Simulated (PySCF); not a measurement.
trans-NiI2(PH3)2 (triplet state).
Geometry (PBE0-D3(BJ)/def2-SVP, Å), atoms numbered from 1 in this order:
```
atom  x, y, z in Å
Ni1    0.033    0.001    0.004
I2     2.611   -0.010    0.082
P3    -0.003    2.390    0.071
H4    -1.056    3.084    0.720
H5    -0.144    2.962   -1.220
H6     1.112    3.147    0.516
I7    -2.556   -0.003    0.008
P8     0.013   -2.387   -0.095
H9    -1.048   -3.094   -0.717
H10   -0.088   -2.959    1.199
H11    1.125   -3.130   -0.568
```

Computed with PBE0-D3(BJ)/def2-SVP geometry optimisation, gas phase, def2 core potentials past Kr (PySCF).

Take the most abundant isotopes and a rigid rotor. 

Give the principal moments of inertia and the rotational constants in GHz.

Ia = 415.28, Ib = 1703.79, Ic = 2109.44 u·Å²; 505379 MHz·u·Å²/I gives 1217, 296.6 and 239.6 MHz, that is A = 1.2170, B = 0.2966, C = 0.2396 GHz.

Classify the top.

An asymmetric top. Ray's parameter κ = (2B − A − C)/(A − C) = -0.883; −1 is the prolate and +1 the oblate limit.

What does the inertial defect say?

Not planar: Δ = Ic − Ia − Ib = -9.62 u·Å². For a rigid frame Δ = −2 Σ m c², so Σ m c² = 4.81 u·Å² lies off the ab plane: 4.60 from hydrogen and 0.21 from heavier atoms. The atom farthest from that plane is 1.34 Å away.

Give the other two planar moments, Paa and Pbb, and the rms extents of the mass along the axes.

Paa = Σ m a² = (Ib + Ic − Ia)/2 = 1698.98 and Pbb = Σ m b² = (Ia + Ic − Ib)/2 = 410.47 u·Å². With the mass M = 379.74 u, the rms extents √(P/M) along a, b and c are 2.12, 1.04, 0.11 Å.

Which lines would a microwave search look for?

The dipole components are |μa| = 0.12 D, |μb| = 0.04 D, |μc| = 0.18 D. Intensities carry the squares of the components, which stand as 0.41 : 0.04 : 1.00 (a : b : c). Some lines, for components of 0.1 D or more:

```
type  branch         J(Ka,Kc)   MHz  lower level (cm⁻¹)
   a       Q  4(1,3) ← 4(1,4)   570               0.201
   a       R  2(0,2) ← 1(0,1)  1070               0.018
   c       R  1(1,0) ← 0(0,0)  1514               0.000
   a       R  3(2,1) ← 2(2,0)  1619               0.180
   a       R  4(1,4) ← 3(1,3)  2026               0.133
   c       R  2(1,1) ← 1(0,1)  2107               0.018
   c       Q  5(2,4) ← 5(1,4)  2430               0.314
   a       R  5(1,5) ← 4(1,4)  2528               0.201
   a       R  5(2,4) ← 4(2,3)  2675               0.305
   a       R  5(4,1) ← 4(4,0)  2687               0.685
   a       R  5(1,4) ← 4(1,3)  2812               0.220
   c       R  3(2,2) ← 2(1,2)  4541               0.082
   c       Q  4(3,2) ← 4(2,2)  4715               0.307
   c       R  4(2,3) ← 3(1,3)  5162               0.133
   c       Q  4(4,1) ← 4(3,1)  6637               0.464
   c       R  4(3,1) ← 3(2,1)  6883               0.234
   c       R  5(3,3) ← 4(2,3)  7442               0.305
   c       R  4(4,1) ← 3(3,1)  8787               0.392
```

For this open shell read J as N, the rotation without spin; fine and hyperfine splittings come on top. Stationary, but not proved a minimum. ⟨S²⟩ = 2.006 (exact for a triplet: 2.00). Zero-point vibration and centrifugal distortion are left out. A rigid rotor knows nothing of internal rotation, which can split or shift real lines. Quadrupole hyperfine structure (127I) is left out.

The run took 5.6 min of wall time on an Arm Neoverse V2 with one thread, shared host. That covers the optimisation of the geometry.

For an open-shell metal species like this, the optimisation's SCF solution wasn't tested for stability and no frequencies at its level were run, so a lower state or another shape may exist.
